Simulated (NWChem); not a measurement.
# C₂H₈Si₂; SMILES [SiH3]/C=C\[SiH3]

Results from NWChem. Pople sets run with spherical d functions. Structure relaxed at the PBE0/def2-SVP level. Level: M06-2X/6-31G* with SMD (1 M gas to 1 M solution), gas-phase geometry. Reactions with the solvent are ignored.

```
solvent        dielectric constant  solvation free energy (kcal/mol)  cavity-dispersion-structure term (kcal/mol)  dipole in solution (D)
-------------  -------------------  --------------------------------  -------------------------------------------  ----------------------
water                         78.4                                 ?                                            ?                    1.14
1,4-dioxane                   2.21                               0.3                                          1.0                    0.96
ethanol                       24.9                              -0.8                                          0.4                    1.12
ethyl acetate                 5.99                              -0.9                                          0.2                    1.07
```

Some entries are withheld; supply them.


- water, solvation free energy (kcal/mol): 3.4
- water, cavity-dispersion-structure term (kcal/mol): 4.7
